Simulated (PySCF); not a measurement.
Gas-phase reaction: GaH + NH ⇌ GaNH2

Energies from PySCF (xtb for GFN2), thermal terms from the rigid-rotor harmonic-oscillator model, ideal gas at 1 bar. † marks an energy on the PBE0/def2-TZVP geometry and frequencies; other levels use their own. MP2 freezes the core. Open shells (unrestricted): NH (multiplicity 3); the rest are closed-shell singlets. GFN2 has no spin-polarisation term. Ga: all electrons, no relativistic terms. GaH, GaNH2: computed as isolated molecules; such fragments, hydroxides, amides, oligomers or adducts are transient or little studied in the gas. MP2 isn't extrapolated to the basis-set limit; its ΔH°(298 K) is -468.4 kJ in def2-SVP and -499.4 kJ in def2-TZVPP. The harmonic model lacks anharmonicity and excited electronic states, which grow with temperature; levels with a mode under 35 cm⁻¹ are left out.

```json
[
 {"level": "GFN2-xTB", "ΔE electronic, kJ": "-692", "ΔH°(298 K), kJ": "-665", "ΔS°(298 K), J/K": "-130", "ΔG°(800 K), kJ": "-559"},
 {"level": "MP2/def2-TZVPP†", "ΔE electronic, kJ": "-525", "ΔH°(298 K), kJ": "-499", "ΔS°(298 K), J/K": "-130", "ΔG°(800 K), kJ": "-394"},
 {"level": "PBE/def2-TZVP†", "ΔE electronic, kJ": "-514", "ΔH°(298 K), kJ": "-488", "ΔS°(298 K), J/K": "-130", "ΔG°(800 K), kJ": "-382"},
 {"level": "PBE0/def2-SVP†", "ΔE electronic, kJ": "-494", "ΔH°(298 K), kJ": "-468", "ΔS°(298 K), J/K": "-130", "ΔG°(800 K), kJ": "-363"},
 {"level": "PBE0/def2-TZVP", "ΔE electronic, kJ": "-493", "ΔH°(298 K), kJ": "-467", "ΔS°(298 K), J/K": "-130", "ΔG°(800 K), kJ": "-362"}
]
```
ΔH° is lowest at GFN2-xTB and highest at PBE0/def2-TZVP. No reference value is set beside these.
